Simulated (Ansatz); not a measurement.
Compare A (`C=C=C(F)[SiH2]F`) with its isomer B (`C#C[SiH](F)CF`).

Isolated molecules relaxed with PBE0-D4/def2-TZVP in Ansatz; ΔE leaves out vibrations. CCSD(T)/CBS adds triple-zeta CCSD(T) − MP2 to the extrapolated MP2 energy (def2 sets, frozen cores). Functionals use def2-TZVPP. One conformer a species, not always the lowest.

**Question.** Which isomer does CCSD(T)/CBS put lower? Give the gap. (Best estimate.)

**Answer.** The calculation gave: B, by 45.5 kJ/mol.

**Question.** Give E(B) − E(A) in kJ/mol with MP2/def2-TZVPP, CCSD(T)/def2-TZVPP, HF/def2-TZVPP, LDA (SPW92), BLYP-D4, r2SCAN-D4, CCSD(T)/def2-SVP. (Best estimate.)

**Answer.** Computed: MP2/def2-TZVPP -56.2, CCSD(T)/def2-TZVPP -43.0, HF/def2-TZVPP -49.7, LDA (SPW92) 0.1, BLYP-D4 -17.9, r2SCAN-D4 -21.6, CCSD(T)/def2-SVP -30.2. None reverses the order clearly.

**Question.** Does the order hold for the free energy at 298.15 K (harmonic terms from PBE0-D4)? (Best estimate.)

**Answer.** Computed: Yes: G(B) − G(A) = -41.8 kJ/mol, for one conformer each. Modes under 60 cm⁻¹, often nearly free rotors, make the harmonic entropy too high.

Largest T1 diagnostic: 0.013.

At CCSD(T), def2-SVP lies +15.4 kJ/mol from the extrapolated value and def2-TZVPP +2.6 kJ/mol. From r2SCAN to r2SCAN0 (25 % exact exchange), in def2-TZVPP and without D4, E(B) − E(A) moves by −6.0 kJ/mol.
